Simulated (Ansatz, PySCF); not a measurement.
Gas-phase reaction (SMILES): CB(C)C [trimethylborane] + O (H2O) → CB(C)O [dimethylborinic acid] + C (CH4); water cleaves one B-C bond, a model of a ligand-exchange step.

Each molecule is optimised on its own at B3LYP-D3(BJ)/def2-TZVP (Ansatz, a quantum-chemistry and plane-wave program), one conformer each, not searched for the lowest. Correlated levels leave the core frozen unless marked. Spin-orbit coupling is left out. Non-relativistic. CBS marks a two-point X^-3 extrapolation of the correlation energy; Hartree-Fock from the larger set. [CCSD(T)-MP2]/basis is that difference in the basis named. Thermal terms are rigid-rotor harmonic-oscillator values from B3LYP-D3(BJ) frequencies (Ansatz or PySCF) at 298.15 K and 1 atm. 1 Eh = 627.5095 kcal/mol.

```json
[
 {"species": "CB(C)C", "E, RI-MP2/CBS(aug-cc-pVTZ,aug-cc-pVQZ)+[CCSD(T)-MP2]/aug-cc-pVTZ (Ansatz) (Eh)": "-144.39059", "E, PBE/def2-TZVPD (Ansatz) (Eh)": "-144.42813", "H - E (Eh)": "0.12045"},
 {"species": "O (H2O)", "E, RI-MP2/CBS(aug-cc-pVTZ,aug-cc-pVQZ)+[CCSD(T)-MP2]/aug-cc-pVTZ (Ansatz) (Eh)": "-76.37791", "E, PBE/def2-TZVPD (Ansatz) (Eh)": "-76.38111", "H - E (Eh)": "0.02495"},
 {"species": "CB(C)O", "E, RI-MP2/CBS(aug-cc-pVTZ,aug-cc-pVQZ)+[CCSD(T)-MP2]/aug-cc-pVTZ (Ansatz) (Eh)": "-180.36129", "E, PBE/def2-TZVPD (Ansatz) (Eh)": "-180.39942", "H - E (Eh)": "0.09892"},
 {"species": "C (CH4)", "E, RI-MP2/CBS(aug-cc-pVTZ,aug-cc-pVQZ)+[CCSD(T)-MP2]/aug-cc-pVTZ (Ansatz) (Eh)": "-40.46129", "E, PBE/def2-TZVPD (Ansatz) (Eh)": "-40.46301", "H - E (Eh)": "0.04840"}
]
```

Question: Work out ΔE and ΔH at 298.15 K at the first level, then ΔH at the second.

Answer: 
1. ΔE = [(-180.36129) + (-40.46129)] - [(-144.39059) + (-76.37791)] = -0.05408 Eh = -33.9 kcal/mol at RI-MP2/CBS(aug-cc-pVTZ,aug-cc-pVQZ)+[CCSD(T)-MP2]/aug-cc-pVTZ.
2. The terms H - E add up to 0.00192 Eh, so ΔH = (-0.05408 + (0.00192))×627.5095 = -32.7 kcal/mol.
3. At PBE/def2-TZVPD the same steps give ΔE = -33.4 and ΔH = -32.2 kcal/mol, a shift of +0.5 from the first level.
4. These values are not checked against measurement here, since the tables used lack a sound gas-phase enthalpy of formation for at least one species.
